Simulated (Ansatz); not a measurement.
Reactions of `[SiH3][O][GaH][Br]`.

Isolated molecules relaxed with PBE0-D4/def2-TZVP in Ansatz; ΔE leaves out vibrations. CBS: MP2 limit from def2 TZ/QZ plus the TZ coupled-cluster correction, frozen cores. This one scheme is used for every species, atoms too. No spin–orbit coupling; open shells (•) take unrestricted orbitals. Spin–orbit coupling would lower the free atoms: a little for O, Si; clearly for Br, Ga. For Br, Ga, Se outer-core shells are correlated without core-valence functions, so the limit isn't a true one: a few kJ/mol of doubt a bond, and 10 to 20 or more in all where bonds break to atoms. Scalar relativity is left out up to krypton. Each species was taken in one conformer, which may not be the lowest.

Order these by ΔE at CCSD(T)/CBS, lowest first. (Best estimate.)
A. `[SiH3][O][GaH][Br]` → Br• + Ga• + 4 H• + O• + Si•
B. `[SiH3][O][GaH][Br]` → Br• + `[SiH3][O][GaH]`•
C. `[SiH3][O][GaH][Br]` + H₂O → `[OH][GaH][Br]` + `O[SiH3]`
D. `[SiH3][O][GaH][Br]` + H–F → `[F][GaH][Br]` + `O[SiH3]`
E. `[SiH3][O][GaH][Br]` + `C[SeH]` → `[SiH3]C[SeH]` + `[OH][GaH][Br]`
F. `[SiH3][O][GaH][Br]` + H–F → `[F][GaH][O][SiH3]` + HBr
G. `[SiH3][O][GaH][Br]` + NH₃ → `[NH2][GaH][Br]` + `O[SiH3]`
H. `[SiH3][O][GaH][Br]` + H₂ → `[GaH2][Br]` + `O[SiH3]`

D (-0.4 kcal/mol), C (+4.1 kcal/mol), G (+7.3 kcal/mol), F (+11.2 kcal/mol), H (+15.6 kcal/mol), E (+23.8 kcal/mol), B (+100.1 kcal/mol), A (+585.3 kcal/mol).

Largest T1 diagnostic: 0.016, for `[SiH3][O][GaH]`•.
